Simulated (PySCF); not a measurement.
An unknown is described by computed data only.

Elements present: C, H, N and Si. Monoisotopic mass: 165.0430 u.

| Item | Value |
| --- | --- |
| 1H NMR | chemical shifts (computed TMS as zero) by class: 6.07 (1 H), 5.42 (1 H), 5.26 (1 H), 4.62 (2 H), 4.28 (2 H), 2.09 (2 H), 1.82 (2 H) ppm [GIAO PBE0/pcSseg-1] |
| 13C NMR | chemical shifts (computed TMS as zero) by class: 141.0 (1 C), 122.1 (1 C), 121.1 (1 C), 120.9 (1 C), 113.6 (1 C), 25.7 (1 C), 0.1 (1 C) ppm [GIAO PBE0/pcSseg-1] |
| Rotational structure | rotational constants A, B, C: 5.071, 0.228, 0.223 GHz [GFN2-xTB] |
| Dipole | 4.52 D [PBE0/pcSseg-1] |
| NMR, other nuclei | isotropic shieldings of nuclei other than C and H, by class: -30 (1 N), 416 (1 Si), 416 (1 Si) ppm [GIAO PBE0/pcSseg-1] |

The electronic properties come from PySCF, for the isolated species, density fitting. Levels stand in brackets. One conformer (not necessarily the lowest) at the GFN2-xTB geometry, without solvent, vibrations or thermal averaging. Each NMR value is the plain mean over a class of atoms that symmetry, rotation or inversion makes alike.

Task: Which formula fits the mass and the elements?

Result: C7H11NSi2 (calculated 165.0430). No other formula that holds each of these elements comes within 0.0003 u with a fitting electron parity and a possible valence count.

Task: Propose a structure and show how it fits.

Result: Numbering: `[CH2:1]=[CH:2][CH2:3][SiH2:4][C:5]#[C:6][SiH2:7][CH2:8][C:9]#[N:10]`. Its formula, C7H11NSi2, gives 5 degrees of unsaturation: 0 rings and 5 π bonds in the structure found. 7 carbons fall into 7 classes; from least to most shielded: alkene CH carbon [C2] (141.0 ppm), terminal =CH2 carbon [C1] (122.1 ppm), nitrile carbon [C9] (121.1 ppm), alkyne carbon [C5] (120.9 ppm), alkyne carbon [C6] (113.6 ppm), sp3 carbon bound to silicon [C3] (25.7 ppm), sp3 carbon bound to silicon [C8] (0.1 ppm). Hydrogen classes from least to most shielded: 1 H on an alkene CH carbon, C2 (6.07 ppm), 1 H on a terminal =CH2 carbon, C1 (5.42 ppm), 1 H on a terminal =CH2 carbon, C1 (5.26 ppm), 2 H on an SiH2 silicon, Si7 (4.62 ppm), 2 H on an SiH2 silicon, Si4 (4.28 ppm), 2 H on an sp3 carbon bound to silicon, C3 (2.09 ppm), 2 H on an sp3 carbon bound to silicon, C8 (1.82 ppm). The other shieldings belong to: -30 ppm, nitrile nitrogen [N10]; 416 ppm, SiH2 silicon [Si4]; 416 ppm, SiH2 silicon [Si7]. The optimised geometry has point group C1 and is an asymmetric top. Structure: `C=CC[SiH2]C#C[SiH2]CC#N`. Computed isomers that give other values at the same levels: `CC#C[Si@@H]1C[SiH2][C@H](C#N)C1` (13C chemical shifts (computed TMS as zero) by class: 127.0 (1 C), 116.2 (1 C), 83.7 (1 C), 21.0 (1 C), 10.6 (1 C), 6.0 (1 C), -8.7 (1 C) ppm); `CC#C[Si@@H]1C[SiH2][C@@H](C#N)C1` (13C chemical shifts (computed TMS as zero) by class: 127.3 (1 C), 116.2 (1 C), 84.4 (1 C), 21.3 (1 C), 9.7 (1 C), 5.9 (1 C), -8.9 (1 C) ppm); `[SiH3][C@@]1(c2ccccn2)C[SiH2]1` (13C chemical shifts (computed TMS as zero) by class: 173.7 (1 C), 152.5 (1 C), 142.5 (1 C), 123.2 (1 C), 118.5 (1 C), 17.9 (1 C), 8.8 (1 C) ppm). The assignments are read from this structure; whether some other isomer fits the data as well wasn't checked.

Conformer computed: `[CH2:1]=[CH:2][CH2:3][SiH2:4][C:5]#[C:6][SiH2:7][CH2:8][C:9]#[N:10]`: C1–C2–C3–Si4 -105°, C2–C3–Si4–C5 -178°, C6–Si7–C8–C9 180°.
